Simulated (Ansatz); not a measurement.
A geometry relaxed with PBE0-D3(BJ)/def2-TZVP (Ansatz, a quantum-chemistry and plane-wave program), charge 0, multiplicity 1:

```xyz
5

H     -0.3374     1.2388    -0.8399
H      0.2353    -1.1987    -0.9283
H      1.2685     0.2683     0.8204
H     -1.1664    -0.3084     0.9479
Ge     0.0000     0.0000     0.0000
```

Write the SMILES of this molecule.

`[GeH4]`
